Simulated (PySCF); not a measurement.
C₆H₁₄OP₂.
Cartesian coordinates in Å at the GFN2-xTB level; atoms count from 1:
```xyz
23
C6H14OP2 angstrom
C     -2.4800    1.1716   -0.1281
C     -2.1118   -0.2118   -0.6362
P     -0.3672   -0.7494   -0.4118
O     -0.1284   -2.0994   -0.9356
C      0.0276   -0.5854    1.3763
C      1.4855   -0.9727    1.5758
P      2.7233    0.1788    0.8029
C      2.1530    0.1132   -0.9653
C      0.7054    0.5245   -1.1904
H     -2.3311    1.2456    0.9464
H     -3.5279    1.3766   -0.3393
H     -1.8820    1.9372   -0.6160
H     -2.2980   -0.2995   -1.7113
H     -2.7116   -0.9849   -0.1457
H     -0.6236   -1.2813    1.9159
H     -0.1637    0.4275    1.7330
H      1.7265   -1.0336    2.6427
H      1.6611   -1.9626    1.1406
H      2.0246    1.3565    1.1210
H      2.2956   -0.9182   -1.3058
H      2.8318    0.7476   -1.5453
H      0.5098    1.5158   -0.7797
H      0.4762    0.5311   -2.2611
```

Definitions: NICS(0) = −σiso at the ring centroid; NICS(1) = −σiso and NICS(1)zz = −σzz at ±1 Å along the ring normal z. Level: GIAO PBE0/pcSseg-1 (PySCF, non-relativistic, gas phase) on the GFN2-xTB geometry, one conformer.

Ring bond lengths (Å), with Mayer bond orders in brackets: P3–C5 1.838 (0.90), C5–C6 1.522 (1.02), C6–P7 1.859 (0.98), P7–C8 1.859 (0.98), C8–C9 1.522 (1.02), C9–P3 1.838 (0.90).

**Question.** What do the NICS probes read (ppm)?

**Answer.** 
| ring | type | NICS(0) | NICS(1), two faces | NICS(1)zz, two faces | rms pucker (Å) | centre to ring atoms, mean (Å) |
| --- | --- | --- | --- | --- | --- | --- |
| P3–C5–C6–P7–C8–C9 | 6-membered ring with 2 P; formal bonds all single | -1.3 | -1.6 / -1.9 | 5.7 / 5.3 | 0.30 | 1.65 |

**Question.** What can be read from them?

**Answer.** 
- P3–C5–C6–P7–C8–C9: mean NICS(1)zz 5.5 ppm, deshielded. P3, C5, C6, C8, C9 have four or more neighbours, so the value isn't read as a sign of a π ring current.

**Question.** What is the mean of the two in-plane components of NICS at the first NICS(1) probe listed for ring P3–C5–C6–P7–C8–C9, 1 Å off the ring?

**Answer.** The isotropic value is a third of the trace: (3 × -1.6 − (5.7))/2 = -5.2 ppm.

**Question.** List the ring angles and the Hirshfeld charges of the ring atoms.

**Answer.** 
- P3–C5–C6–P7–C8–C9: P3 103.0° (+0.431 e), C5 108.1° (-0.118 e), C6 115.2° (-0.113 e), P7 99.7° (+0.106 e), C8 115.0° (-0.113 e), C9 107.8° (-0.118 e); sum 648.8° against 720° for a flat convex ring.

**Question.** What are the shieldings of the ring atoms and their hydrogens in the same run (means over atoms taken as equivalent)?

**Answer.** 
```
   atoms                     environment  σ isotropic (ppm)
      P3           phosphoryl phosphorus              307.9
 C5 (×2)  sp3 carbon bound to phosphorus              152.7
 C6 (×2)  sp3 carbon bound to phosphorus              169.5
      P7            phosphine phosphorus              380.9
H15 (×2)              methylene hydrogen              29.76
H16 (×2)              methylene hydrogen              30.23
H17 (×2)              methylene hydrogen              29.86
H18 (×2)              methylene hydrogen              29.24
     H19                    P–H hydrogen              28.71
```

The run took 52 s wall on Arm Neoverse V1, one thread, no GPU, shared host, and the process peaked at 1.1 GiB of memory. This is the whole shielding run at PBE0/pcSseg-1, SCF included.
